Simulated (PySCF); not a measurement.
## Correlation energy of Ar (argon, neutral)

[Ar], closed-shell 1S. All numbers are calculated (PySCF 2.14, the spin-free X2C one-electron Hamiltonian (Gaussian nucleus), in x2c-QZVPPall). Frozen: 1s2; 16 electrons correlated.

| level | correlation energy (mhartree) |
| --- | --- |
| CCSD | -428.89 |
| (T) | -10.36 |
| CCSD(T) | -439.25 |

Diagnostics: T1 = 0.0025, D1 = 0.0050, largest double amplitude 0.043.

Cost of the coupled-cluster step: of the order of 6 core-seconds, for 16 correlated electrons.

Iterations:

```
CC2 = 0
CCSD nocc = 8, nmo = 69
frozen orbitals [0]
max_cycle = 100
direct = 0
conv_tol = 1e-08
conv_tol_normt = 1e-06
diis_space = 8
diis_start_cycle = 0
Init t2, MP2 energy = -529.047340112562  E_corr(MP2) -0.415383645451271
Init E_corr(CCSD) = -0.415383645458422
cycle = 1  E_corr(CCSD) = -0.424162993644755  dE = -0.00877934819  norm(t1,t2) = 0.0209015
cycle = 2  E_corr(CCSD) = -0.42813161760662  dE = -0.00396862396  norm(t1,t2) = 0.00579435
cycle = 3  E_corr(CCSD) = -0.428853263154166  dE = -0.000721645548  norm(t1,t2) = 0.00168949
cycle = 4  E_corr(CCSD) = -0.428916532546194  dE = -6.3269392e-05  norm(t1,t2) = 0.000240418
cycle = 5  E_corr(CCSD) = -0.42889419233821  dE = 2.2340208e-05  norm(t1,t2) = 4.9889e-05
cycle = 6  E_corr(CCSD) = -0.42889424121737  dE = -4.88791601e-08  norm(t1,t2) = 6.646e-06
cycle = 7  E_corr(CCSD) = -0.428894615971994  dE = -3.74754624e-07  norm(t1,t2) = 2.10937e-06
cycle = 8  E_corr(CCSD) = -0.428894552188114  dE = 6.378388e-08  norm(t1,t2) = 3.94939e-07
cycle = 9  E_corr(CCSD) = -0.428894547730433  dE = 4.45768106e-09  norm(t1,t2) = 4.44977e-08
CCSD converged
E(CCSD) = -529.0608510148408  E_corr = -0.4288945477304328
CCSD(T) correction = -0.0103599045846978
```

This basis was not built for core-valence correlation, so the inner-shell part is incomplete.
